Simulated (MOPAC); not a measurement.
Input for MOPAC: PM6 on LiBe-, 2S+1 = 1, a point of a bond scan (R = 2.774 Å). Charge -1.

```
PM6 1SCF PRECISE CHARGE=-1 THREADS=1
BeLi

Li     0.00000000 1     0.00000000 1     0.00000000 1
Be     0.00000000 1     0.00000000 1     2.77394200 1
```

The log:

```
*******************************************************************************
 **                                                                           **
 **                              MOPAC v23.2.5                                **
 **                                                                           **
 *******************************************************************************
 ** MOPAC's Digital Object Identifier: https://doi.org/10.5281/zenodo.6511958 **
 **                                                                           **
 ** Please cite the open-source release paper for use of this MOPAC version:  **
 ** J. E. Moussa and J. J. P. Stewart (2026)                                  **
 ** MOPAC: An open-source semiempirical molecular orbital program             **
 ** J. Open Source Softw., 11(119), 8025, https://doi.org/10.21105/joss.08025 **
 *******************************************************************************

                              PM6 CALCULATION RESULTS

 *******************************************************************************
 *  PM6        - The PM6 Hamiltonian to be used
 *
 *
 *
 *                 CHARGE ON SYSTEM = -1
 *
 *
 *
 *  PRECISE    - TIGHTER CRITERIA TO BE USED
 *  1SCF       - DO 1 SCF AND THEN STOP
 *  THREADS=1  - MULTI-THREADING NOT USED
 *  T=         - A TIME OF 172800.0 SECONDS REQUESTED
 *  DUMP=N     - RESTART FILE WRITTEN EVERY 7200.0 SECONDS REQUESTED
 *******************************************************************************
PM6 1SCF PRECISE CHARGE=-1 THREADS=1
 BeLi

   ATOM   CHEMICAL          X               Y               Z
  NUMBER   SYMBOL      (ANGSTROMS)     (ANGSTROMS)     (ANGSTROMS)

     1      Li          0.00000000  *   0.00000000  *   0.00000000  *
     2      Be          0.00000000  *   0.00000000  *   2.77394200  *



          CARTESIAN COORDINATES

    NO.       ATOM           X           Y           Z

     1        Li          0.0000      0.0000      0.0000
     2        Be          0.0000      0.0000      2.7739

 General Reference for PM6:
 "Optimization of Parameters for Semiempirical Methods V: Modification of NDDO Approximations
 and Application to 70 Elements", J. J. P. Stewart, J. Mol. Mod., 13, 1173-1213 (2007)
 URL: https://link.springer.com/article/10.1007/s00894-007-0233-4

           Empirical Formula: Li Be  =     2 atoms



      MOLECULAR POINT GROUP   :   C*v


      RHF CALCULATION, NO. OF DOUBLY OCCUPIED LEVELS = 2


 -------------------------------------------------------------------------------
 PM6 1SCF PRECISE CHARGE=-1 THREADS=1
 BeLi



     1SCF WAS SPECIFIED, SO BFGS WAS NOT USED
     SCF FIELD WAS ACHIEVED


                              PM6 CALCULATION
                                                       MOPAC v23.2.5 Linux




          FINAL HEAT OF FORMATION =        207.90029 KCAL/MOL =     869.85482 KJ/MOL


          COSMO AREA              =         94.90 SQUARE ANGSTROMS
          COSMO VOLUME            =         78.66 CUBIC ANGSTROMS

          IONIZATION POTENTIAL    =         -3.712929 EV
          HOMO LUMO ENERGIES (EV) =          3.713 10.137
          NO. OF FILLED LEVELS    =          2
          MOLECULAR WEIGHT        =         15.9522         POINT GROUP:  C*v

          MOLECULAR DIMENSIONS (Angstroms)

            Atom       Atom       Distance
           Be     2   Li     1     2.77394
           Be     2   Li     1     0.00000
           Li     1   Be     2     0.00000


          SCF CALCULATIONS        =          1





   ATOM   CHEMICAL          X               Y               Z
  NUMBER   SYMBOL      (ANGSTROMS)     (ANGSTROMS)     (ANGSTROMS)

     1      Li          0.00000000  *   0.00000000  *   0.00000000  *
     2      Be          0.00000000  *   0.00000000  *   2.77394200  *

                             CARTESIAN COORDINATES

   1   Li        0.000000000     0.000000000     0.000000000
   2   Be        0.000000000     0.000000000     2.773942000


           Empirical Formula: Li Be  =     2 atoms



      MOLECULAR POINT GROUP   :   C*v


                  EIGENVALUES
  -1.49565   3.71293  10.13661  12.57214  12.57214  26.80375  26.80375  26.83764


              NET ATOMIC CHARGES AND DIPOLE CONTRIBUTIONS

  ATOM NO.   TYPE          CHARGE      No. of ELECS.   s-Pop       p-Pop
    1         Li          -0.419812        1.4198     1.41964     0.00017
    2         Be          -0.580188        2.5802     1.96294     0.61725
 DIPOLE           X         Y         Z       TOTAL
 POINT-CHG.     0.000     0.000    -0.203     0.203
 HYBRID         0.000     0.000    -1.355     1.355
 SUM            0.000     0.000    -1.558     1.558


          ATOMIC ORBITAL ELECTRON POPULATIONS

     Atom    s        px        py        pz
    1 Li   1.41964   0.00000   0.00000   0.00017
    2 Be   1.96294   0.00000   0.00000   0.61725

 **********************
 *                    *
 * JOB ENDED NORMALLY *
 *                    *
 **********************




 == MOPAC DONE ==
```

The run finished.

Cost: roughly 0.03 core-seconds.
